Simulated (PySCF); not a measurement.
A structure optimised at B3LYP-D3(BJ)/def2-SVP, used in a PySCF frequency run:

```xyz
12

C     -0.7571     1.4384    -0.3751
C     -0.7104     0.0686     0.1979
O     -0.8355    -0.8628    -0.8802
C      0.5950    -0.2252     0.9527
O      1.6922    -0.1998     0.0808
H     -1.2860     1.6073    -1.3148
H     -0.3582     2.2856     0.1853
H     -1.5569    -0.0651     0.9135
H     -1.0413    -1.7291    -0.5035
H      0.7567     0.5266     1.7436
H      0.4901    -1.2106     1.4606
H      1.3767    -0.6047    -0.7429
```
Charge 0, spin multiplicity 2.

Q: Write its SMILES and formula.

A: [CH2]C(O)CO, C3H7O2

Q: What are its rotational constants (standard atomic weights)?

A: 6.9287, 4.3093, 3.4930 GHz
